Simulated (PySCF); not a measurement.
Isomers of C8H7F. Level of theory: PySCF 2.14.0, density-fitted response routines, TDDFT CAM-B3LYP/def2-SVPD, vertical, gas phase, core orbitals frozen in the response. Geometries: GFN2-xTB; one conformer of each isolated species. Triplets are in the Tamm–Dancoff approximation.

A. `C1([C@H](C#C)C=1F)CC=C`
B. `C#CC/C(C#CC)=C\F`
C. `C#C[C@@](F)(C#CC)C=C`
D. `CC#CC#C/C=C/CF`

Lowest singlet levels (six at most, fewer where fewer were computed) with oscillator strengths:

1. 6.36 eV (f 0.006); 6.49 eV (f 0.029); 6.59 eV (f 0.028); 6.64 eV (f 0.035); 6.80 eV (f 0.130); 6.94 eV (f 0.040); T1 4.49 eV
2. 4.22 eV (f 0.000); 4.46 eV (f 0.228); 4.63 eV (f 0.000); 6.20 eV (f 1.284); 6.26 eV (f 0.015); 6.63 eV (f 0.003); T1 2.97 eV
3. 5.92 eV (f 0.003); 6.23 eV (f 0.004); 6.44 eV (f 0.012); 6.72 eV (f 0.007); 6.82 eV (f 0.002); 6.99 eV (f 0.042); T1 4.51 eV
4. 5.68 eV (f 0.050); 5.71 eV (f 0.224); 6.07 eV (f 0.002); 6.35 eV (f 0.001); 6.52 eV (f 0.003); 6.75 eV (f 0.022); T1 3.54 eV

Task: Match each spectrum to its molecule.

Result: 1 = A, 2 = D, 3 = C, 4 = B.
- A: S1 at 6.36 eV, HOMO→LUMO+7 (18%), HOMO→LUMO+2 (11%), HOMO-3→LUMO+2 (10%); Löwdin shares by element: HOMO carbon 63% or more (atoms not listed hold the other 37%); LUMO carbon 59% or more (atoms not listed hold the other 41%); HOMO -8.77 and LUMO 0.95 eV.
- B: S1 at 5.68 eV, HOMO-1→LUMO (59%), HOMO→LUMO (16%), HOMO-3→LUMO (14%); Löwdin shares by element: HOMO carbon 79% or more (atoms not listed hold the other 21%); LUMO carbon 70% or more (atoms not listed hold the other 30%); HOMO -8.01 and LUMO 0.50 eV.
- C: S1 at 5.92 eV, HOMO→LUMO (64%); Löwdin shares by element: HOMO carbon 75% or more (atoms not listed hold the other 25%); LUMO carbon 55% or more (atoms not listed hold the other 45%); HOMO -8.96 and LUMO 0.78 eV.
- D: S1 at 4.22 eV, HOMO-1→LUMO (91%); Löwdin shares by element: HOMO carbon 65% or more (atoms not listed hold the other 35%); LUMO carbon 65% or more (atoms not listed hold the other 35%); HOMO -7.63 and LUMO -0.29 eV.
